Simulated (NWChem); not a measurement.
**Correlation energy of Tl**

SMILES: [Tl]
```xyz
1

Tl     0.0000     0.0000     0.0000
```
Charge 0, spin multiplicity 2.

Program: NWChem.

Basis set: def2-SVP. Each correlation energy counts from its own Hartree-Fock reference.

Effective core potentials replace the inner electrons of Tl; spin-orbit coupling is left out. The correlated methods keep 4 core orbitals frozen. No SCF solution was tested for a lower state. Open-shell Hartree-Fock references start from PBE0 orbitals. No row is a measurement; the coupled-cluster row has its own basis-set and correlation limits.

```csv
method,correlation energy (mHa)
UMP2,-51.8
SCS-UMP2,[?]
CCSD on UHF,-65.5
CCSD[T] on UHF,-67.5
CCSD(T) on UHF,-67.3
CCSD on ROHF,-67.7
CCSD[T] on ROHF,-69.8
CCSD(T) on ROHF,[?]
CCSDT on ROHF,-69.9
```

**Question.** What belongs in the gaps?

**Answer.** 
- SCS-UMP2, correlation energy (mHa): -52.2
- CCSD(T) on ROHF, correlation energy (mHa): -69.7
